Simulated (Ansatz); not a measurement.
## The standard entropy of CI4 (tetraiodomethane) from a frequency calculation

A singlet with charge 0, relaxed at PBE0-D4/def2-TZVP (core potential) (Ansatz 0.2.0):

```xyz
5

I    -1.0006   -0.0598    1.9002
C     0.0000    0.0000    0.0000
I     1.6613   -1.3622    0.0223
I    -1.3732   -0.5705   -1.5507
I     0.7125    1.9925   -0.3718
```

Harmonic wavenumbers in cm⁻¹: 84, 84, 125, 125, 125, 192, 599, 599, 599.

Masses in u: I 126.904, C 12.011. Take T = 298.15 K, p = 1 bar, R = 8.3145 J/(mol K), kT/hc = 207.22 cm⁻¹, rigid rotor and harmonic oscillator.

Work out S° at 298 K.


1. Translation (Sackur–Tetrode): S = R[3/2 ln M + 5/2 ln T − 1.1517] with M = 519.627 gives 186.8 J/(mol K).
2. Rotation: principal moments 1561.996, 1562.043, 1562.096 u Å² give A, B, C = 0.0108, 0.0108, 0.0108 cm⁻¹; the symmetry number is σ = 12; q = (√π/σ)√((kT/hc)³/ABC) = 392560; S = R(ln q + 3/2) = 119.6.
3. Vibration: with u = ν̃/207.22, each mode gives R[u/(eᵘ − 1) − ln(1 − e⁻ᵘ)]; the sum is 84.6, most from 84 cm⁻¹ (15.9), 84 cm⁻¹ (15.9), 125 cm⁻¹ (12.6).
4. Electronic: R ln 1 = 0.0, from the spin multiplicity alone.
5. Sum: 186.8 + 119.6 + 84.6 + 0.0 = 391.0 J/(mol K).

The tabulated value is 391.9 J/(mol K) (CRC Handbook of Chemistry and Physics): the model is off by -0.9.
